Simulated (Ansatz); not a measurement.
Mn6⁺, relaxed as a multiplicity 24 with UKS PBE0-D4/def2-SVP in Ansatz, starting from the GFN1-xTB geometry. Force threshold 0.02 eV/Å.

The charge 1 multiplicity 24 is spin-contaminated (final ⟨S²⟩ up to 148.50, 143.75 for a pure state). The structure comes from a short search, and lower isomers may exist.

Start:

Cartesian coordinates in Å:
```
Mn -1.3704 2.0129 0.5686
Mn 0.0455 0.2465 -0.0199
Mn -0.3299 -2.0678 0.2751
Mn -2.0551 -0.3308 0.8667
Mn 1.7919 -1.1543 -0.7371
Mn 1.9180 1.2935 -0.9535
```

```json
{"step": "1", "energy (eV)": "-187853.2855", "largest force component (eV/Å)": "1.708", "SCF passes": "180"}
{"step": "2", "energy (eV)": "-187854.1828", "largest force component (eV/Å)": "0.814", "SCF passes": "112"}
{"step": "3", "energy (eV)": "-187854.8280", "largest force component (eV/Å)": "0.603", "SCF passes": "209"}
{"step": "4", "energy (eV)": "-187854.9819", "largest force component (eV/Å)": "0.378", "SCF passes": "99"}
{"step": "5", "energy (eV)": "-187855.0740", "largest force component (eV/Å)": "0.121", "SCF passes": "93"}
{"step": "6", "energy (eV)": "-187855.1559", "largest force component (eV/Å)": "0.223", "SCF passes": "89"}
{"step": "7", "energy (eV)": "-187855.4846", "largest force component (eV/Å)": "0.807", "SCF passes": "218"}
{"step": "8", "energy (eV)": "-187855.7246", "largest force component (eV/Å)": "0.365", "SCF passes": "58"}
{"step": "9", "energy (eV)": "-187855.8345", "largest force component (eV/Å)": "0.198", "SCF passes": "49"}
{"step": "10", "energy (eV)": "-187855.9086", "largest force component (eV/Å)": "0.192", "SCF passes": "44"}
{"step": "11", "energy (eV)": "-187855.9949", "largest force component (eV/Å)": "0.350", "SCF passes": "43"}
{"step": "13", "energy (eV)": "-187856.1233", "largest force component (eV/Å)": "0.423", "SCF passes": "41"}
{"step": "15", "energy (eV)": "-187856.1967", "largest force component (eV/Å)": "0.108", "SCF passes": "40"}
{"step": "17", "energy (eV)": "-187856.3818", "largest force component (eV/Å)": "1.058", "SCF passes": "36"}
{"step": "19", "energy (eV)": "-187856.5071", "largest force component (eV/Å)": "0.478", "SCF passes": "38"}
{"step": "21", "energy (eV)": "-187856.5641", "largest force component (eV/Å)": "0.513", "SCF passes": "43"}
{"step": "23", "energy (eV)": "-187856.6163", "largest force component (eV/Å)": "0.260", "SCF passes": "36"}
{"step": "25", "energy (eV)": "-187856.7074", "largest force component (eV/Å)": "0.710", "SCF passes": "41"}
{"step": "27 (rejected)", "energy (eV)": "-187856.7623", "largest force component (eV/Å)": "0.519", "SCF passes": "45"}
{"step": "29", "energy (eV)": "-187856.8135", "largest force component (eV/Å)": "0.525", "SCF passes": "40"}
{"step": "31", "energy (eV)": "-187856.8253", "largest force component (eV/Å)": "0.069", "SCF passes": "35"}
{"step": "33", "energy (eV)": "-187856.8288", "largest force component (eV/Å)": "0.030", "SCF passes": "40"}
{"step": "34", "energy (eV)": "-187856.8290", "largest force component (eV/Å)": "0.014", "SCF passes": "29"}
```

Force components are those of the run's own axes.

End:

Cartesian coordinates in Å:
```
Mn -0.3589 2.2538 0.7331
Mn -0.8244 0.0106 -1.1124
Mn -0.3520 -2.7521 -0.3056
Mn -1.6494 -0.4440 1.6799
Mn 1.5270 -0.4645 0.7672
Mn 1.6577 1.3962 -1.7621
```

Bonds formed: Mn1–Mn5, Mn4–Mn5 (atoms count from 1).

No frequencies were taken in this run, so the end may be a saddle point.

Run time 13 min (4 threads of AMD EPYC 7R43 on a shared host), peak host memory 1.4 GiB.
